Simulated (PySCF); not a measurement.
# Radial density of Mn⁺ (manganese, charge +1)

UHF, [Ar] 3d5 4s1, high-spin 7S determinant. Calculation: PySCF 2.14, in aug-cc-pwCVTZ-DK; the spin-free X2C one-electron Hamiltonian (Gaussian nucleus).

| r (bohr) | 4πr²ρ (e/bohr) | 4πr²(ρα − ρβ) |
| --- | --- | --- |
| 0.00108 | 0.2153 | 0.0001 |
| 0.00182 | 0.5449 | 0.0002 |
| 0.00306 | 1.350 | 0.0005 |
| 0.00515 | 3.227 | 0.0012 |
| 0.00867 | 7.256 | 0.0026 |
| 0.0146 | 14.63 | 0.0049 |
| 0.0245 | 24.46 | 0.0069 |
| 0.0413 | 30.10 | 0.0035 |
| 0.0694 | 25.40 | -0.0075 |
| 0.117 | 24.82 | 0.0170 |
| 0.196 | 33.26 | 0.2775 |
| 0.330 | 18.69 | 1.3836 |
| 0.555 | 12.69 | 3.6573 |
| 0.934 | 12.86 | 4.0194 |
| 1.57 | 3.349 | 1.8962 |
| 2.64 | 0.6863 | 0.6610 |
| 4.45 | 0.1070 | 0.1070 |
| 7.48 | 0.001613 | 0.0016 |

Densities and radii are taken from the X2C orbitals without a picture-change correction, which distorts them close to the nucleus.

**Question.** Where is the radial spin density 4πr²(ρα − ρβ) most negative, and why is it negative at all?

**Answer.** Around r = 0.0694 bohr, down to -0.0075 e/bohr: exchange with the open shell polarises the paired shells in an unrestricted calculation.
